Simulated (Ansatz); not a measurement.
Potential energy curve for Mg₂, singlet.

Levels of theory: UCCSD(T) = CCSD(T) on UHF/aug-cc-pVDZ, frozen core (Ansatz, an electronic-structure program); UCCSDT(Q) = CCSDT(Q) on UHF/aug-cc-pVDZ, frozen core in Ansatz; UKS-B3LYP = unrestricted B3LYP/aug-cc-pVDZ (Ansatz).

Energies are in kJ/mol, each relative to the lowest point of its own curve near equilibrium.

```csv
R / Å,UCCSD(T),UCCSDT(Q),UKS-B3LYP
2.74,47.8,44.8,41.1
2.90,29.4,26.9,24.1
3.06,17.7,15.7,(withheld)
3.29,(withheld),6.9,5.1
3.38,6.0,4.9,3.2
3.50,3.9,3.0,1.6
3.60,(withheld),2.0,0.8
3.70,1.8,1.2,(withheld)
3.80,1.2,0.7,0.1
3.99,0.5,0.2,0.0
4.16,0.2,0.0,0.2
4.48,0.0,0.1,0.7
4.91,(withheld),0.5,1.2
5.33,(withheld),1.1,1.5
5.97,1.3,1.8,1.7
6.38,1.6,2.2,1.7
7.20,2.0,2.6,1.6
7.90,2.2,2.8,1.5
8.72,2.3,2.9,1.5
9.72,2.3,3.0,1.5
10.88,2.4,3.0,1.5
```

What belongs in the gaps?


- 3.06, UKS-B3LYP: 13.4
- 3.29, UCCSD(T): 8.2
- 3.60, UCCSD(T): 2.7
- 3.70, UKS-B3LYP: 0.3
- 4.91, UCCSD(T): 0.3
- 5.33, UCCSD(T): 0.7

The unrestricted determinant behind UCCSD(T), UCCSDT(Q) is spin-contaminated at 2.74 to 3.70 Å (<S²> up to 0.6, against 0.00 for a pure singlet). At the minimum UCCSD(T) lies far from FCI: another state is possible.
